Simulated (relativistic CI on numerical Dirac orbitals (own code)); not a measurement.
# Os XII: sensitivity of the levels to the model

Base calculation: Dirac-Coulomb-Breit CI, KLI orbitals optimised for each configuration, model QED, unscaled Slater integrals.

Configurations in the expansion (outside the closed core [Kr] 4d10): 4f14 5s2 5p3, 4f13 5s2 5p4, 4f14 5s 5p4, 4f14 5s2 5p2 5d, 4f14 5s 5p3 5d, 4f14 5s2 5p2 5f, 4f13 5s2 5p3 5d, 4f14 5s2 5p2 5g, 4f14 5s2 5p2 6s, 4f14 5p5, 4f13 5p6, 4f13 5p5 5d, 4f14 5s2 5p 5d2, 4f14 5s2 5d3, 4f14 5s 5p 5d3, 4f14 5s2 5d2 5f, 4f13 5s2 5p 5d3. Double excitations out of closed p, d and f shells are left out; levels of such configurations are missing from the list, as are those of other unlisted configurations, and high levels can miss mixing partners. Some configurations lack a partner that the ground configuration has and come out too high, among them 4f14 5s2 5p2 5g, 4f14 5s2 5p2 6s.

Variants: (1) Breit term removed; (2) configuration mixing switched off. Shifts of the energy above 4f14 5s2 5p3 2P°_3/2, in cm⁻¹, for the lowest level and the first level of each name with at least 55 % of one term (blank where a level changes its place among those of its configuration and J or its character, or is not in the variant):

```tsv
Level	Base	Δ(1)	Δ(2)
4f14 5s2 5p3 2P°_3/2	0	0	0
4f14 5s2 5p3 2D°_5/2	118074	+1312	+4325
4f14 5s2 5p3 2P°_1/2	142541	+1397	+3913
4f13 5s2 5p4 4G°_11/2	181067	-2939	-14395
4f13 5s2 5p4 2D°_3/2	184723	-3009	-15058
4f13 5s2 5p4 4D°_3/2	205755	-2040	-14273
4f13 5s2 5p4 4D°_1/2	206298	-1980	-14748
4f13 5s2 5p4 2H°_11/2	326494	-1437	-14418
4f13 5s2 5p4 4F°_3/2	330048	-528	-14645
4f13 5s2 5p4 2P°_3/2	340480	-1564	-16098
4f13 5s2 5p4 2H°_9/2	348352	-473	-14395
4f13 5s2 5p4 2P°_1/2	362148	-636	-14841
4f14 5s 5p4 4P_5/2	374878	+496	+6682
4f14 5s2 5p2 5d 2F_5/2	532695	+2232	-12274
```

At this charge transitions that keep the count of f electrons are usually good to a few per cent. Levels and lines within the n = 5 or 6 shells can be off by up to 10 % or somewhat more, and those that change n by about 2 %, since core polarisation is missing. Levels that differ in their count of f electrons can be misplaced by several ten thousand cm⁻¹, since the correlation energy of f electrons is missing or only estimated; rates across such gaps can be off by orders of magnitude.

Ionisation energy from one configuration of each of the two ions, the ground ones as tabulated or assumed: base 227.719 eV; Breit term removed 227.905 eV. The NIST ASD value (theoretical) is 235 ± 12 eV.

LS names give the leading component of a level, which can be under half, so a name can repeat, a term be missing and a line seem to break the LS rules.
